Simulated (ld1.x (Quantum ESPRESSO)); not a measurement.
**Transferability test, TM potential for oxygen**

* Element: O (Z = 8)
* Generator: ld1.x (Quantum ESPRESSO) 7.5
* Type: norm-conserving Troullier–Martins (Kleinman–Bylander form)
* Functional: PBE
* Relativity: non-relativistic
* Frozen core: [He]
* Valence charge: 6
* Reference configuration: 2s2 2p2 (charge +2)
* Partial waves: 2p (bound): rc 0.90 bohr; 2s (bound): rc 0.60 bohr
* Local potential: the s channel
* Core correction: none

Energies are relative to the spin-unpolarised reference configuration 2s2 2p2; without spin polarisation the order of configurations can differ from experiment.

```
valence configuration  charge  ΔE all-electron (eV)  error AE − PS (meV)
              2s2 2p3      +1               -33.594                  +17
              2s2 2p1      +3                53.872                  +62
              2s2 2p0      +4               130.774                 +467
              2s1 2p5       0               -35.136                  +83
              2s0 2p6       0               -20.204                 +156
```

**Question.** What are ΔE and the potential's error for 2s2 2p4?

**Answer.** ΔE = -50.033 eV all-electron; the error (AE − PS) is +33 meV.

**Question.** What are ΔE and the potential's error for 2s1 2p4?

**Answer.** ΔE = -18.424 eV all-electron; the error (AE − PS) is +68 meV.

Levels in the configuration 2s2 2p1:

```tsv
level	all-electron (eV)	pseudo (eV)
2s	-79.417	-79.381
2p	-64.956	-64.794
```
